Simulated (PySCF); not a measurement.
Atom-mapped SMILES (the numbers label the heavy atoms): `[CH3:1][CH2:2][n:3]1[cH:4][p:5][c:6]([C:7]([CH3:8])=[O:9])[cH:10]1`; H(Xn) means a hydrogen on atom n.

Computed data (PySCF 2.14.0 with density-fitted response routines): geometry from PBE0-D3(BJ)/def2-SVP, PBE0/pcSseg-1 with gauge-including orbitals. One computed conformer, gas phase, equivalent nuclei averaged, no relativistic terms.

Referencing at the same level of theory: 13C against TMS.

Task: Do the 13C shifts follow the atomic charges (in e)? Tabulate both.

Result: 
```json
{"atoms": "C7", "hybridisation": "sp2", "δ (ppm)": "195.3", "σ para (ppm)": "-253", "Hirshfeld": "+0.15", "IAO": "+0.38", "Mulliken": "+0.26", "ESP-fitted": "+0.71"}
{"atoms": "C4", "hybridisation": "sp2", "δ (ppm)": "159.4", "σ para (ppm)": "-236", "Hirshfeld": "-0.08", "IAO": "-0.33", "Mulliken": "-0.15", "ESP-fitted": "-0.14"}
{"atoms": "C6", "hybridisation": "sp2", "δ (ppm)": "152.5", "σ para (ppm)": "-243", "Hirshfeld": "-0.11", "IAO": "-0.32", "Mulliken": "-0.64", "ESP-fitted": "-0.19"}
{"atoms": "C10", "hybridisation": "sp2", "δ (ppm)": "140.1", "σ para (ppm)": "-214", "Hirshfeld": "-0.00", "IAO": "-0.05", "Mulliken": "+0.35", "ESP-fitted": "-0.13"}
{"atoms": "C2", "hybridisation": "sp3", "δ (ppm)": "50.2", "σ para (ppm)": "-110", "Hirshfeld": "-0.00", "IAO": "-0.15", "Mulliken": "-0.04", "ESP-fitted": "+0.16"}
{"atoms": "C8", "hybridisation": "sp3", "δ (ppm)": "30.0", "σ para (ppm)": "-99", "Hirshfeld": "-0.13", "IAO": "-0.47", "Mulliken": "-0.27", "ESP-fitted": "-0.61"}
{"atoms": "C1", "hybridisation": "sp3", "δ (ppm)": "19.8", "σ para (ppm)": "-82", "Hirshfeld": "-0.11", "IAO": "-0.42", "Mulliken": "-0.28", "ESP-fitted": "-0.22"}
```

Correlation coefficients of δ with charge over these carbons: Hirshfeld +0.55, IAO +0.64, Mulliken +0.31, ESP-fitted +0.57; with the paramagnetic shielding -0.99. Among the 4 sp2 carbons alone: Hirshfeld +0.76, IAO +0.75, Mulliken +0.23, ESP-fitted +0.94. With so few points, grouped by hybridisation, these coefficients are fragile. Charge is one influence among several: hybridisation and low-lying excitations act through the paramagnetic term.

Shifts are as computed. Against solution values, carbons near 30 ppm lie about +2 ppm off and those near 130 ppm about +5 ppm (rms about the fit 1.9 ppm; single classes can miss by 10 ppm). Of 1328 compounds with measured shifts, 309 miss one by over three times the rms of a fit or turn the order of signals round; such compounds aren't used in these exercises. Signals without a measured value on file couldn't be tested in this way; 1H shifts scatter by 0.2 ppm about their fit, and single ones miss by 0.5 ppm.
